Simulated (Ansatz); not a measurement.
Question: Name a neutral molecule of Cl, Te with HOMO–LUMO gap (B3LYP/def2-TZVPP) between 3.30 and 3.60 eV and HOMO–LUMO gap (PBE/def2-TZVPP) between 1.95 and 2.25 eV (Ansatz, PBE0-D4/def2-TZVP geometry).

Answer: `Cl[Te]Cl` (3.57 eV, 2.06 eV). Other molecules can fit too; these were computed, each in one conformer that needn't be the lowest.

B3LYP here is the variant with VWN-RPA as its local correlation; programs differ in this.
